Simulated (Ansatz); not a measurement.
GaSb2⁻, relaxed as a singlet with RKS B3LYP-D4/def2-TZVPD in Ansatz, starting from the GFN2-xTB geometry. Force threshold 0.02 eV/Å.

In the def2 sets Sb takes a core potential; there is no spin–orbit coupling. The structure comes from a short search, and lower isomers may exist.

Start:

```xyz
3

Ga    0.497    1.112   -0.242
Sb    1.160   -1.206    0.021
Sb   -1.656    0.095    0.221
```

(1) Estimate the energy that the relaxation releases and the steps that it takes.

(2) Does the start keep its bonding and symmetry?

(3) Predict the relaxed structure.

## Answers

(1) 135.5 kJ/mol, in 6 steps; 15 s on 4 threads of Intel Xeon on a shared host. No frequencies were taken in this run, so the end may be a saddle point.

(2) By distances, no bond broke or formed. The bond that changes most is Sb2–Sb3, from 3.11 to 2.67 Å (atoms count from 1). The end is the same structure that another start reached, the lowest one found. Point group C2v at the start, C2v at the end, both within 0.05 Å.

(3) 
```xyz
3

Ga    0.6619    1.4820   -0.3226
Sb    0.8802   -1.3006    0.0757
Sb   -1.5421   -0.1814    0.2469
```
Bond lengths: 2 × Ga–Sb 2.82 Å; 1 × Sb–Sb 2.67 Å.
